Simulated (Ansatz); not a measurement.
Species: C4H6O, SMILES `C=C=COC` (C–C–O–C torsion 0°) (charge 0, multiplicity 1).

Q: Give a relaxed geometry from Ansatz (a quantum-chemistry and plane-wave program) with B3LYP-D3(BJ)/def2-TZVP.

A: Several could match; the one computed here: the end point of this relaxation, one of several conformers (outside a Z-matrix the atoms follow the SMILES, hydrogens last).
Bond lengths (Å): C1–C2 1.302, C1–H6 1.086, C1–H7 1.086, C2–C3 1.308, C3–O4 1.363, C3–H8 1.083, O4–C5 1.421, C5–H9 1.087, C5–H10 1.094, C5–H11 1.094. Bond angles (°): C2–C1–H6 121.8, C2–C1–H7 121.8, H6–C1–H7 116.4, C1–C2–C3 177.9, C2–C3–O4 127.2, C2–C3–H8 121.5, O4–C3–H8 111.3, C3–O4–C5 115.6, O4–C5–H9 106.4, O4–C5–H10 110.8, O4–C5–H11 110.8, H9–C5–H10 110.0, H9–C5–H11 110.0, H10–C5–H11 108.8.
